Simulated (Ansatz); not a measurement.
One change: `[OH][Mo]([F])([F])(=[S])[Cl]` becomes `[OH][Mo]([OH])([F])([F])=[S]`.

Ansatz, PBE0-D4/def2-TZVP geometries, multiplicity 1. Each molecule was computed in one conformer, which needn't be the lowest.

Elements past krypton have def2 core potentials.

| property | `[OH][Mo]([F])([F])(=[S])[Cl]` |
| --- | --- |
| HOMO energy (B3LYP/def2-TZVPP) / eV | -8.67 |
| LUMO energy (PBE0/def2-TZVPP) / eV | -4.07 |
| HOMO–LUMO gap (PBE0/def2-TZVPP) / eV | 4.85 |
| LUMO energy (ωB97M-V/def2-TZVPP) / eV | -1.89 |
| LUMO energy (B3LYP/def2-TZVPP) / eV | -4.27 |
| HOMO–LUMO gap (ωB97M-V/def2-TZVPP) / eV | 9.11 |

Problem. Give the same properties after the change, and the shifts. (Best estimate.)

Solution. Ansatz gave: 
```csv
property,`[OH][Mo]([OH])([F])([F])=[S]`,shift
HOMO energy (B3LYP/def2-TZVPP) / eV,-8.13,0.54
LUMO energy (PBE0/def2-TZVPP) / eV,-3.74,0.33
HOMO–LUMO gap (PBE0/def2-TZVPP) / eV,4.63,-0.22
LUMO energy (ωB97M-V/def2-TZVPP) / eV,-1.53,0.36
LUMO energy (B3LYP/def2-TZVPP) / eV,-3.96,0.31
HOMO–LUMO gap (ωB97M-V/def2-TZVPP) / eV,8.97,-0.14
```

With PBE0 the HOMO rises by 0.54 eV and the LUMO rises by 0.33 eV, so the gap narrows by about 0.21 eV. PBE moves the HOMO by 0.57 eV and ωB97M-V by 0.50 eV.

B3LYP here is the variant with VWN-RPA as its local correlation; programs differ in this.
